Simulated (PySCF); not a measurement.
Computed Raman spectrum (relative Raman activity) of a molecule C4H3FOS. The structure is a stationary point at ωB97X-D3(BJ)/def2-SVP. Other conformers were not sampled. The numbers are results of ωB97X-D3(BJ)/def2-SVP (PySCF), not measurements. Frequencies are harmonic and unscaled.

```
ν (cm⁻¹)  relative intensity
--------  ------------------
168                      2.8
553                      5.3
578                      6.7
742                      8.9
817                      2.1
887                      5.7
1005                     7.7
1147                     6.4
1226                     4.4
1336                     2.8
1494                      20
1619                      42
3278                     100
3304                      87
3890                      74
```

Task: Pick the molecule that these values belong to.
A. Oc1cc(F)cs1
B. Fc1ccoc1S
C. Oc1csc(F)c1
D. Fc1ccc(S)o1

Result: A, Oc1cc(F)cs1
